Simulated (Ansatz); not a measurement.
Consider the atomization: `ClC1CBO1` → B• + 2 C• + Cl• + 4 H• + O•.

Calculated with Ansatz (gas phase, PBE0-D4/def2-TZVP geometries, no zero-point term in ΔE). CCSD(T)/CBS is the MP2 limit (def2-TZVPP, def2-QZVPP) plus CCSD(T) − MP2 in def2-TZVPP, frozen cores. This one scheme is used for every species, atoms too. Functionals use def2-TZVPP. B3LYP here is the variant with VWN-RPA as its local correlation; programs differ in this. No spin–orbit coupling; open shells (•) take unrestricted orbitals. Spin–orbit coupling would lower the free atoms: a little for B, C, Cl, O.

`ClC1CBO1`:

```xyz
9

Cl    1.928    0.028    1.393
C     0.813    0.359    0.058
C    -0.167   -0.753   -0.310
B    -1.182    0.395    0.061
O    -0.211    1.285    0.444
H     1.411    0.775   -0.751
H    -0.137   -1.598    0.378
H    -0.103   -1.118   -1.335
H    -2.350    0.626    0.061
```

```csv
level,ΔE (kJ/mol),difference from CCSD(T)/CBS
LDA (SPW92),4191.0,605.2
PBE-D4,3716.1,130.3
revPBE-D4,3612.2,26.4
BLYP-D4,3588.9,3.1
r2SCAN-D4,3626.6,40.8
B97M-V,3615.4,29.6
PBE0-D4,3638.0,52.2
B3LYP-D4,3586.6,0.8
r2SCANh-D4,3600.2,14.4
r2SCAN0-D4,3562.5,-23.3
BHLYP-D4,3468.1,-117.7
CAM-B3LYP-D4,3609.2,23.4
ωB97X-V,3609.3,23.5
B2PLYP,3559.3,-26.5
PBE-QIDH,3603.4,17.6
PBE,3697.9,112.1
revPBE,3551.2,-34.6
BLYP,3547.7,-38.1
r2SCAN,3622.4,36.6
PBE0,3622.9,37.1
B3LYP,3557.2,-28.6
r2SCANh,3595.7,9.9
r2SCAN0,3557.5,-28.3
BHLYP,3447.0,-138.8
CAM-B3LYP,3594.0,8.2
LC-ωPBE,3614.7,28.9
HF/def2-SVP,2659.7,-926.1
MP2/def2-SVP,3509.0,-76.8
CCSD/def2-SVP,3381.1,-204.7
CCSD(T)/def2-SVP,3425.7,-160.1
HF/def2-TZVPP,2616.2,-969.6
MP2/def2-TZVPP,3599.8,14.0
SCS-MP2/def2-TZVPP,3549.4,-36.4
CCSD/def2-TZVPP,3430.4,-155.4
CCSD(T)/def2-TZVPP,3495.2,-90.6
HF/def2-QZVPP,2620.1,-965.7
MP2/def2-QZVPP,3653.1,67.3
SCS-MP2/def2-QZVPP,3608.1,22.3
HF/CBS(def2),2620.7,-965.1
MP2/CBS(def2),3690.3,104.5
CCSD(T)/CBS,3585.8,0
```

Largest T1 diagnostic among the species: 0.014.

From r2SCAN to r2SCAN0 (25 % exact exchange), in def2-TZVPP and without D4, ΔE moves by −64.9 kJ/mol: exact exchange takes away binding that semilocal exchange gives to molecules. Leaving LDA and LC-ωPBE aside and taking each functional with its dispersion term where it has one, the values spread over 247.9 kJ/mol, from BHLYP-D4 to PBE-D4. LDA lies +493.1 kJ/mol from PBE without D4, its usual overbinding.

For atomizations the MP2-based limit and the directly extrapolated one differ by several kJ/mol either way, and by 10 to 25 for some Ge, Se and Sn compounds, so smaller differences from it don't rank the levels.
